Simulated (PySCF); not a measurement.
# A survey of 29Si NMR shifts

Theory: coordinates at the GFN2-xTB level, NMR shieldings at PBE0/pcSseg-1/GIAO, in PySCF 2.14 (no relativistic terms, a single conformation, rapidly exchanging positions averaged, gas phase).

Shieldings were converted by a linear fit to measured shifts: 29Si (scatter 8.9 ppm rms, 25.8 ppm with the 6 outliers that the fit left out vs TMS, solution or neat liquid). Occasional misses reach two or three times the rms, and more in compound classes unlike the fitted ones.

Give the 29Si shifts of `F[Si@H]1CCC[SiH2]1`, `CS[SiH2]SCc1ccco1`, `CC1(C)CN[SiH2]S[SiH2]1`, `C=C[Si@@H](O)P`, `C=C[C@@H](C)[SiH2]C([SiH3])[SiH3]`.

Results:


```csv
compound,environment,δ (ppm)
[F:1][Si@H:2]1[CH2:3][CH2:4][CH2:5][SiH2:6]1,"Si2: silicon bonded to C, F, Si, H, in a 5-membered ring",27.4
[F:1][Si@H:2]1[CH2:3][CH2:4][CH2:5][SiH2:6]1,"Si6: silicon bonded to C, Si, 2 H, in a 5-membered ring",-76.9
CS[SiH2]SCc1ccco1,"silicon bonded to 2 S, 2 H",-15.9
[CH3:1][C:2]1([CH3:3])[CH2:4][NH:5][SiH2:6][S:7][SiH2:8]1,"Si8: silicon bonded to C, S, 2 H, in a 6-membered ring",-18.9
[CH3:1][C:2]1([CH3:3])[CH2:4][NH:5][SiH2:6][S:7][SiH2:8]1,"Si6: silicon bonded to N, S, 2 H, in a 6-membered ring",-31.9
C=C[Si@@H](O)P,"silicon bonded to C, O, P, H",-11.9
[CH2:1]=[CH:2][C@@H:3]([CH3:4])[SiH2:5][CH:6]([SiH3:7])[SiH3:8],"Si5: silicon bonded to 2 C, 2 H",-33.4
[CH2:1]=[CH:2][C@@H:3]([CH3:4])[SiH2:5][CH:6]([SiH3:7])[SiH3:8],"Si8: silicon bonded to C, 3 H",-64.3
[CH2:1]=[CH:2][C@@H:3]([CH3:4])[SiH2:5][CH:6]([SiH3:7])[SiH3:8],"Si7: silicon bonded to C, 3 H",-64.9
```
